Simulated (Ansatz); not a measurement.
Two shapes of singlet Be₆.

Shape 1:

```xyz
6

Be    2.1000    0.0000    0.0000
Be    1.0500    1.8187    0.0000
Be   -1.0500    1.8187    0.0000
Be   -2.1000    0.0000    0.0000
Be   -1.0500   -1.8187    0.0000
Be    1.0500   -1.8187    0.0000
```

Shape 2:

```xyz
6

Be    1.8900    0.0000    0.0000
Be    0.9450    1.6368    0.0000
Be   -0.9450    1.6368    0.0000
Be   -1.8900    0.0000    0.0000
Be   -0.9450   -1.6368    0.0000
Be    0.9450   -1.6368    0.0000
```

Basis set: def2-SVP (spherical functions). All electrons are correlated. Charge 0, multiplicity 1.

Computed with Ansatz (development build ahead of 0.2.0); each method stands on the lowest determinant of its kind that the runs found.

Problem. Which shape is lower in energy, and by how much in each method?

Solution.

```csv
method,E(2) − E(1) (eV)
RHF,2.062
RHF-MP2,2.031
```

Shape 1 is lower. Caution: no unrestricted run beside it, a lower state can exist.
